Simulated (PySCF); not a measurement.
C$_{3}$H$_{9}$Bi, charge +1, doublet, geometry from GFN2-xTB (such geometries of metal compounds can be far from the true shape) (a state made from the parent by changing its charge; the spin is typed, not shown lowest) (core potentials on Bi); M062X/def2-SV(P) (PySCF).

The PySCF input:
```python
from pyscf import gto, scf, dft

mol = gto.M(
    atom='''
Bi   -0.00411147   -0.00322440    0.25970890
C    -1.13452425   -1.65898461   -0.78325218
H    -0.81926694   -1.63952124   -1.81869232
H    -2.19454387   -1.47210613   -0.69837372
H    -0.88554374   -2.60966664   -0.33571842
C    -0.85991308    1.83641958   -0.73550786
H    -0.98711781    1.58728817   -1.78128736
H    -0.16954009    2.65778581   -0.61504137
H    -1.81355033    2.08156882   -0.29216606
C     2.02979095   -0.14970909   -0.71441939
H     1.89114326    0.11870445   -1.75395450
H     2.39472154   -1.16165233   -0.62186632
H     2.71282825    0.53886878   -0.23966192
''',
    basis='def2-sv(p)',
    ecp={'Bi': 'def2-sv(p)'},
    charge=1,
    spin=1,
    verbose=4,
)

mf = dft.UKS(mol)
mf.xc = 'm062x'
mf.diis_space = 4
mf.kernel()
```

### Question
What does PySCF print? Leave out banner, timings and long lists.

### Answer

```
PySCF version 2.14.0

[INPUT] verbose = 4
[INPUT] num. atoms = 13
[INPUT] num. electrons = 49
[INPUT] charge = 1
[INPUT] spin (= nelec alpha-beta = 2S) = 1
[INPUT] symmetry False subgroup None
[INPUT] Mole.unit = angstrom
[INPUT] Symbol           X                Y                Z      unit          X                Y                Z       unit  Magmom
[INPUT]  1 Bi    -0.004111470000  -0.003224400000   0.259708900000 AA   -0.007769552269  -0.006093232916   0.490778693112 Bohr   0.0
[INPUT]  2 C     -1.134524250000  -1.658984610000  -0.783252180000 AA   -2.143940114178  -3.135026557768  -1.480132106669 Bohr   0.0
[INPUT]  3 H     -0.819266940000  -1.639521240000  -1.818692320000 AA   -1.548190139510  -3.098246119007  -3.436830389650 Bohr   0.0
[INPUT]  4 H     -2.194543870000  -1.472106130000  -0.698373720000 AA   -4.147086882643  -2.781877411993  -1.319735063394 Bohr   0.0
[INPUT]  5 H     -0.885543740000  -2.609666640000  -0.335718420000 AA   -1.673435139923  -4.931555226014  -0.634415868772 Bohr   0.0
[INPUT]  6 C     -0.859913080000   1.836419580000  -0.735507860000 AA   -1.625000212131   3.470330055989  -1.389908417865 Bohr   0.0
[INPUT]  7 H     -0.987117810000   1.587288170000  -1.781287360000 AA   -1.865382313580   2.999539922062  -3.366145259550 Bohr   0.0
[INPUT]  8 H     -0.169540090000   2.657785810000  -0.615041370000 AA   -0.320384337234   5.022487278655  -1.162259744577 Bohr   0.0
[INPUT]  9 H     -1.813550330000   2.081568820000  -0.292166060000 AA   -3.427113436815   3.933594979234  -0.552113836293 Bohr   0.0
[INPUT] 10 C      2.029790950000  -0.149709090000  -0.714419390000 AA    3.835748985621  -0.282909178458  -1.350056985179 Bohr   0.0
[INPUT] 11 H      1.891143260000   0.118704450000  -1.753954500000 AA    3.573742823717   0.224318900267  -3.314493639948 Bohr   0.0
[INPUT] 12 H      2.394721540000  -1.161652330000  -0.621866320000 AA    4.525367855197  -2.195204755663  -1.175157030891 Bohr   0.0
[INPUT] 13 H      2.712828250000   0.538868780000  -0.239661920000 AA    5.126502415483   1.018314411279  -0.452895391287 Bohr   0.0

nuclear repulsion = 199.856426474562
number of shells = 46
number of NR pGTOs = 169
number of NR cGTOs = 86
basis = def2-sv(p)
ecp = {'Bi': 'def2-sv(p)'}

******** <class 'pyscf.dft.uks.UKS'> ********
method = UKS
initial guess = minao
damping factor = 0
level_shift factor = 0
DIIS = <class 'pyscf.scf.diis.CDIIS'>
diis_start_cycle = 1
diis_space = 4
diis_damp = 0
SCF conv_tol = 1e-09
SCF conv_tol_grad = None
SCF max_cycles = 50
direct_scf = True
direct_scf_tol = 1e-13
number electrons alpha = 25  beta = 24
XC library pyscf.dft.libxc version 7.1.2
    S. Lehtola, C. Steigemann, M. J. T. Oliveira, and M. A. L. Marques,  SoftwareX 7, 1–5 (2018)
XC functionals = m062x
    Y. Zhao and D. G. Truhlar,  Theor. Chem. Acc. 120, 215 (2008)
    Y. Zhao and D. G. Truhlar,  Theor. Chem. Acc. 120, 215 (2008)
radial grids:
    Treutler-Ahlrichs [JCP 102, 346 (1995); DOI:10.1063/1.469408] (M4) radial grids

becke partition: Becke, JCP 88, 2547 (1988); DOI:10.1063/1.454033
pruning grids: <function nwchem_prune>
grids dens level: 3
symmetrized grids: False
atomic radii adjust function: <function treutler_atomic_radii_adjust>
small_rho_cutoff = 0
Set gradient conv threshold to 3.16228e-05
tot grids = 154072
init E= -307.215500657712

cycle= 1 E= -332.326802866729  delta_E= -25.1  |g|= 1.49  |ddm|= 9.43
cycle= 2 E= -332.738268727883  delta_E= -0.411  |g|= 1.45  |ddm|= 4.88
cycle= 3 E= -333.70627098295  delta_E= -0.968  |g|= 0.136  |ddm|= 1.93
cycle= 4 E= -333.715192717448  delta_E= -0.00892  |g|= 0.0831  |ddm|= 0.275
cycle= 5 E= -333.719066918118  delta_E= -0.00387  |g|= 0.0105  |ddm|= 0.0923
cycle= 6 E= -333.719196183829  delta_E= -0.000129  |g|= 0.00295  |ddm|= 0.023
cycle= 7 E= -333.719209183204  delta_E= -1.3e-05  |g|= 0.000687  |ddm|= 0.00929
cycle= 8 E= -333.719210018597  delta_E= -8.35e-07  |g|= 0.000297  |ddm|= 0.00236
cycle= 9 E= -333.719210098083  delta_E= -7.95e-08  |g|= 0.000103  |ddm|= 0.000627
cycle= 10 E= -333.719210115118  delta_E= -1.7e-08  |g|= 4.55e-05  |ddm|= 0.00033
cycle= 11 E= -333.719210117406  delta_E= -2.29e-09  |g|= 2.62e-05  |ddm|= 8.39e-05
cycle= 12 E= -333.719210118663  delta_E= -1.26e-09  |g|= 1.39e-05  |ddm|= 7.38e-05
cycle= 13 E= -333.719210119065  delta_E= -4.02e-10  |g|= 6.75e-06  |ddm|= 4.31e-05
Extra cycle  E= -333.719210119172  delta_E= -1.07e-10  |g|= 4.53e-06  |ddm|= 2.06e-05
converged SCF energy = -333.719210119172  <S^2> = 0.75420885  2S+1 = 2.0042044
```
